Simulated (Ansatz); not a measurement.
Input for Ansatz (a first-principles code): R-CCSD(T)/cc-pV(T+d)Z on ClH2NSi (SMILES N[Si]Cl), a point of a torsion scan. Files ending in .json are basis or fitting sets from the Basis Set Exchange.

Ansatz 0.2 input:
```yaml
crystal:
  periodic: [false, false, false]
  atoms:
    - {symbol: N, position_ang: [-0.71390897, -0.07284443, 0.11514958]}
    - {symbol: Si, position_ang: [0.84639085, -0.66902261, 0.48579646]}
    - {symbol: Cl, position_ang: [0.92237864, -2.26488196, -0.86323531]}
    - {symbol: H, position_ang: [-0.95706589, 0.89848153, 0.21588938]}
    - {symbol: H, position_ang: [-1.32976652, -0.53807945, -0.54126733]}
basis:
  gaussian:
    orbitals: cc-pV_T+d_Z.json
magnetization: {spin_polarized: false}
correlation: {method: ccsd_t, electrons: outside_noble_gas}
scf: {lower_state_search: off}
```

The head of its log:

```
WARN ansatz: RAYON_NUM_THREADS=1 ignored (pool sized by the plan → 1); use --threads N
Functional definition: HF
these checks for a lower state are left out or cut short: stability, starts, cluster_reference, orbital_swaps, neighbouring_geometries, increment
integrals: 0.26 GiB planned
814 factors; integrals over basis functions are off by at most 9.5e-4 eV
mean field: 0.33 GiB planned
mean field evaluation 1: about -21879.6831 eV, gradient 3.4e1 eV
mean field evaluation 2: about -21879.8085 eV, gradient 3.4e1 eV
mean field evaluation 4: about -21882.3021 eV, gradient 2.6e0 eV
mean field evaluation 8: about -21882.3450 eV, gradient 2.4e-1 eV
mean field -21882.34549751 eV, -804.1613646469 hartree, gradient 4.1e-6 eV, S^2 0.000000; 0 other end points of the search recorded, 0 dependent functions left out
11 core orbitals not correlated
reference -21882.34549751 eV, -804.1613646469 hartree; 9, 9 occupied and 116, 116 virtual orbitals, 814 factors
```

What total energy does the run end on?

-804.7210 hartree (reference determinant -804.1614, T1 diagnostic 0.013).
